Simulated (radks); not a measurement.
Values are calculated unless marked as measured or tabulated.
Question: Radial electron density D(r) = 4 pi r^2 rho(r) of an atom or ion with 6 electrons. Code: a radial shooting solver on a logarithmic mesh with Libxc functionals. Model: scalar-relativistic Kohn-Sham, LDA (Slater exchange, Perdew-Wang correlation), spin-polarised, spherical densities, finite nucleus; Fermi nuclear charge, rms radius of each element as measured or else 0.836 A^(1/3) + 0.57 fm.

r (bohr)  D(r) (e/bohr)   spin D(r)
0.0035            5.341  -0.0000292
0.004343          7.584    0.000749
0.00539           10.60     0.00281
0.00669           14.54     0.00780
0.008303          19.47      0.0192
0.01031           25.31      0.0441
0.01279           31.71      0.0970
0.01587           37.95       0.205
0.0197            42.92       0.420
0.02465           45.33       0.845
0.03059           43.91        1.59
0.03796           38.73        2.83
0.04712           31.36        4.73
0.05848           24.76        7.31
0.07258           21.91        10.3
0.09007           23.44        12.8
0.1118            26.49        13.8
0.1387            26.43        12.4
0.1722            20.91        8.92
0.2137            12.25        4.84
0.2652            4.973        1.86
0.3318            1.218       0.441
0.4118           0.1796      0.0639
0.5111          0.01349     0.00480
0.6344        0.0004417    0.000160

What is the nuclear charge?

Answer: Z = 38. The innermost maximum, from 1s, lies near gamma/Z bohr with gamma = sqrt(1 - (Z/c)^2) = 0.961, here 0.0253 bohr (found: 0.0254), and its height grows with Z. The density is that of the strontium ion Sr32+ in [He] 2s2 2p2; the configuration itself is not fixed sharply by these data, and Z only to a few units. D(r) has 2 maxima, at r = 0.0254, 0.125 bohr, and minima at 0.0743 bohr, inside which lie 2.23 electrons.
